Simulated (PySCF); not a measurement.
**Computed spin Hamiltonian**

C6H7N2 (doublet state).
Cartesian coordinates in Å at the GFN2-xTB level; atoms count from 1:
```
atom  x, y, z in Å
C1    -2.124   -0.136   -0.583
C2    -0.811    0.275   -0.045
C3    -1.006    0.267    1.398
N4    -1.206    0.213    2.523
C5     0.335   -0.682   -0.417
C6     1.668   -0.236    0.199
C7     2.067    1.048   -0.320
N8     2.357    2.066   -0.752
H9    -2.901    0.590   -0.720
H10   -2.372   -1.178   -0.644
H11   -0.560    1.301   -0.344
H12    0.098   -1.688   -0.064
H13    0.421   -0.710   -1.505
H14    1.578   -0.160    1.287
H15    2.451   -0.962   -0.035
```

The hyperfine couplings belong to this conformer and change with its torsions.

The species is `[CH2][C@@H](C#N)CCC#N` [radical].

Method: UKS B3LYP, pcH-1 on C H N, non-relativistic, mean-field spin-orbit, GIAO in PySCF. Isolated species at its GFN2-xTB geometry (one conformer only). The geometry wasn't refined by DFT: couplings that depend on bond lengths, twists or pyramidal angles can differ widely from those at the functional's own minimum. Stability of the SCF solution: not tested.

| Property | Result |
| --- | --- |
| g1, g2, g3 | 2.00208, 2.00272, 2.00296 |
| g_iso | 2.00259 |
| Form of g | rhombic: the two nearest values differ by 28 % of g3 − g1 |
| ⟨S²⟩ | 0.7538 (exact 0.7500) |

Hyperfine couplings atom by atom, in 10⁻⁴ cm⁻¹; T1 to T3 are the principal values of the dipolar part (1 × 10⁻⁴ cm⁻¹ = 2.998 MHz):

```
atom  isotope  a_iso     T1     T2    T3  Mulliken spin population
  C1      13C   32.9  -27.6  -27.4  55.0                      1.08
  C2      13C   -8.7   -0.8    0.2   0.6                     -0.07
  C3      13C   32.3   -2.1   -1.0   3.2                      0.01
  N4      14N    0.5   -1.0   -0.8   1.8                      0.05
  C5      13C    6.4   -0.7   -0.6   1.3                      0.01
  C6      13C    0.2   -0.2   -0.1   0.3                      0.00
  C7      13C    0.1   -0.1   -0.1   0.2                      0.00
  N8      14N    0.0    0.0    0.0   0.0                      0.00
  H9       1H  -21.2  -13.2   -0.3  13.5                     -0.04
 H10       1H  -20.7  -13.2   -0.3  13.5                     -0.04
 H11       1H   10.4   -1.7   -1.5   3.3                      0.01
 H12       1H   -0.5   -1.0   -0.9   1.9                      0.00
 H13       1H   -0.5   -1.4   -0.8   2.3                      0.00
 H14       1H    0.0   -0.4   -0.3   0.7                      0.00
 H15       1H    0.2   -0.3   -0.2   0.5                      0.00
```

The Mulliken spin populations are largest on C1 (+1.08) and C2 (-0.07). No atom but C1 exceeds +0.15. The positive populations add up to 1.16 and the negative ones to -0.16, together 2S = 1. The angles at C1 add up to 358.8°, so it is planar; its axial dipolar tensor and the negative couplings of its protons fit spin in a p orbital normal to that plane.

Axes: g2 points within 9° of the C1–C2 bond.

Under fast tumbling the dipolar parts average out, and these isotropic splittings remain: 2 × 1H (H9/H10, I = 1/2, 3 lines) with 2.24 mT, 1 × 1H (H11, I = 1/2, 2 lines) with 1.11 mT, 1 × 1H (H12, I = 1/2, 2 lines) with 0.06 mT, 1 × 14N (N4, I = 1, 3 lines) with 0.06 mT and 1 × 1H (H13, I = 1/2, 2 lines) with 0.05 mT.

Means are taken over nuclei equivalent by connectivity, which assumes that they swap fast.

The 13C coupling of C1 (98.7 MHz) shows only in satellite lines or after enrichment, since that isotope makes up about 1.07 % of natural carbon.

The run took 64 s wall (with the writing of density and orbital grids) on Arm Neoverse V1, one thread, no GPU, shared host with 32 logical CPUs at a one-minute load of 16, and the process peaked at 0.97 GiB of memory.
